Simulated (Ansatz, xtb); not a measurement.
## Relative energy of two isomers of C6H6F2O

We compare X, `C#C[C@@H](C)C(O)=C(F)F`, a singlet, with Y, `C#C[C@@H](C)C(=O)C(F)F`, a singlet. Both are isolated molecules in the gas phase, relaxed with PBE-D3(BJ)/def2-SVP, each in the lowest conformer that the search found.

X (Å):

```yaml
atoms:
  - { symbol: C, position_ang: [-2.6302, -2.3241, 0.4495] }
  - { symbol: C, position_ang: [-1.7606, -1.8159, -0.2426] }
  - { symbol: C, position_ang: [-0.7283, -1.1905, -1.0823] }
  - { symbol: C, position_ang: [-1.1818, 0.1929, -1.6023] }
  - { symbol: C, position_ang: [0.5833, -1.0876, -0.3370] }
  - { symbol: C, position_ang: [1.6867, -1.7695, -0.7024] }
  - { symbol: F, position_ang: [1.7750, -2.6186, -1.7231] }
  - { symbol: F, position_ang: [2.8493, -1.6616, -0.0377] }
  - { symbol: O, position_ang: [0.5682, -0.2334, 0.7302] }
  - { symbol: H, position_ang: [-3.3951, -2.7775, 1.0636] }
  - { symbol: H, position_ang: [-0.5499, -1.8575, -1.9527] }
  - { symbol: H, position_ang: [-0.4201, 0.6089, -2.2906] }
  - { symbol: H, position_ang: [-1.3138, 0.8927, -0.7556] }
  - { symbol: H, position_ang: [-2.1444, 0.1060, -2.1415] }
  - { symbol: H, position_ang: [1.4445, -0.2651, 1.1601] }
```

Y (Å):

```yaml
atoms:
  - { symbol: C, position_ang: [-2.3759, -0.8992, -1.4078] }
  - { symbol: C, position_ang: [-1.9047, 0.0660, -0.8240] }
  - { symbol: C, position_ang: [-1.3768, 1.2096, -0.0759] }
  - { symbol: C, position_ang: [-2.4688, 1.9653, 0.6965] }
  - { symbol: C, position_ang: [-0.2832, 0.6928, 0.8840] }
  - { symbol: C, position_ang: [1.1117, 0.4691, 0.2621] }
  - { symbol: F, position_ang: [1.0408, -0.3161, -0.8455] }
  - { symbol: F, position_ang: [1.5855, 1.6990, -0.1172] }
  - { symbol: O, position_ang: [-0.4558, 0.5127, 2.0712] }
  - { symbol: H, position_ang: [-2.7841, -1.7484, -1.9373] }
  - { symbol: H, position_ang: [-0.8679, 1.8921, -0.7942] }
  - { symbol: H, position_ang: [-2.9128, 1.3070, 1.4664] }
  - { symbol: H, position_ang: [-2.0388, 2.8502, 1.2051] }
  - { symbol: H, position_ang: [-3.2657, 2.2992, 0.0062] }
  - { symbol: H, position_ang: [1.8059, 0.0188, 1.0063] }
```

Quicker runs give these differences E(Y) − E(X): GFN2-xTB −0.090 eV; HF/STO-3G −0.450 eV (at GFN2-xTB geometries); r2SCAN-D4/def2-SVP −0.622 eV (at GFN2-xTB geometries).

Task: Estimate E(Y) − E(X) at the level CCSD(T)/def2-SVP + ΔMP2/def2-TZVPP.

Result: Calculated at CCSD(T)/def2-SVP + ΔMP2/def2-TZVPP: E(Y) − E(X) = −0.671 eV, so structure Y lies lower.

The same difference at several levels:

```tsv
level	geometry	E(Y) − E(X) (eV)	departure from the last row (eV)	job, with rough time for the two
GFN2-xTB	GFN2-xTB	−0.090	+0.581	optimisation, 0.31 s
HF/STO-3G	GFN2-xTB	−0.450	+0.221	single point, 1.2 s
r2SCAN-D4/def2-SVP	GFN2-xTB	−0.622	+0.049	single point, 14 s
PBE-D3(BJ)/def2-SVP	PBE-D3(BJ)/def2-SVP	−0.579	+0.093	optimisation, 1.8 min
HF/def2-SVP	PBE-D3(BJ)/def2-SVP	−0.872	−0.201	part of the CCSD(T) run
MP2/def2-SVP	PBE-D3(BJ)/def2-SVP	−0.772	−0.101	part of the CCSD(T) run
CCSD(T)/def2-SVP	PBE-D3(BJ)/def2-SVP	−0.764	−0.093	single point
CCSD(T)/def2-SVP + ΔMP2/def2-TZVPP	PBE-D3(BJ)/def2-SVP	−0.671		single point, 8.6 min
```

As drawn, Y has 1 C–C, 1 C=O, 1 C–H in place of 1 C–O, 1 C=C, 1 O–H.

The levels shown agree on the order. The largest departure from CCSD(T)/def2-SVP + ΔMP2/def2-TZVPP is that of GFN2-xTB, 0.581 eV. The last row adds to CCSD(T) the change of the MP2 difference between the two basis sets, here +0.093 eV.

With thermal terms from frequencies at re-optimised GFN2-xTB minima (ideal gas, soft modes damped towards free rotors, one conformer each, 298.15 K, 1 atm): the zero-point term adds 0.000 eV; ΔH is −0.672 and ΔG −0.687 eV.

The correlated steps freeze 9 core orbitals. Run with Ansatz 0.2.0, xtb 6.7.1; the last row on 2 threads of Arm Neoverse N1 on a shared host.
